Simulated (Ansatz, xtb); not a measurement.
## Relative energy of two structures of F3GaH5NSi

Structure X is `[F][Ga-]([F])([F])[NH2+][SiH3]`, a singlet and structure Y is a singlet given by its coordinates. Both are isolated molecules in the gas phase, relaxed with PBE0-D4/def2-SVP.

X (Å):

```yaml
atoms:
  - { symbol: F, position_ang: [-0.9054, -1.2326, 1.4074] }
  - { symbol: F, position_ang: [1.4298, -2.4781, 0.0064] }
  - { symbol: F, position_ang: [-1.1908, -2.1689, -1.4224] }
  - { symbol: Ga, position_ang: [-0.1273, -1.6804, -0.1163] }
  - { symbol: N, position_ang: [0.3919, 0.2157, -0.6588] }
  - { symbol: Si, position_ang: [-0.1453, 1.4353, 0.5917] }
  - { symbol: H, position_ang: [1.4064, 0.2192, -0.7956] }
  - { symbol: H, position_ang: [-0.0280, 0.3880, -1.5763] }
  - { symbol: H, position_ang: [0.5664, 1.1082, 1.8473] }
  - { symbol: H, position_ang: [0.2899, 2.7692, 0.0832] }
  - { symbol: H, position_ang: [-1.6223, 1.3671, 0.6540] }
```

Y (Å):

```xyz
11

F     1.0966    0.8494    0.9724
F    -1.3014   -3.0844   -0.7499
F    -0.1481   -2.2644   -2.9032
Ga   -0.2512   -0.2653    1.3956
N    -0.4169   -0.5577   -0.7598
Si   -0.0871   -2.1926   -1.2982
H     0.2636   -1.6650    1.8855
H    -1.5800    0.4760    1.7637
H     0.3412    0.1160   -0.9239
H    -1.2898   -0.1530   -1.1025
H     1.2212   -2.6541   -0.8205
```

Close contacts (Å): F1–Ga4 1.80, F2–Si6 1.60, F3–Si6 1.61, Ga4–N5 2.18, N5–Si6 1.75, Ga4–H7 1.57, Ga4–H8 1.57, N5–H9 1.03, N5–H10 1.02, Si6–H11 1.47.

Which of the two would you expect CCSD(T)/def2-SVP + ΔMP2/def2-TZVPP electronic energies to favour?

Structure Y; the calculation gives E(Y) − E(X) = −20.1 kcal/mol.

The same difference at several levels:

```tsv
level	geometry	E(Y) − E(X) (kcal/mol)	departure from the last row (kcal/mol)	job, with rough time for the two
PBE0-D4/def2-SVP	PBE0-D4/def2-SVP	−13.0	+7.1	optimisation, 4.5 min
HF/def2-SVP	PBE0-D4/def2-SVP	−9.8	+10.3	part of the CCSD(T) run
MP2/def2-SVP	PBE0-D4/def2-SVP	−8.5	+11.7	part of the CCSD(T) run
CCSD(T)/def2-SVP	PBE0-D4/def2-SVP	−8.2	+11.9	single point
CCSD(T)/def2-SVP + ΔMP2/def2-TZVPP	PBE0-D4/def2-SVP	−20.1		single point, 2.9 min
```

None of the levels shown reverses the order. The largest departure from CCSD(T)/def2-SVP + ΔMP2/def2-TZVPP is that of CCSD(T)/def2-SVP, 11.9 kcal/mol. A small imaginary or near-zero mode remains, so no thermal terms are given. Levels run at GFN2-xTB geometries aren't shown. The last row adds to CCSD(T) the change of the MP2 difference between the two basis sets, here −11.9 kcal/mol, a large step that makes the value less sure.

The correlated steps freeze 18 core orbitals; the filled d shell of Ga is correlated, in a basis made for valence electrons. Codes used: Ansatz 0.2.0, xtb 6.7.1; the last row on 2 threads of Arm Neoverse N1 on a shared host.
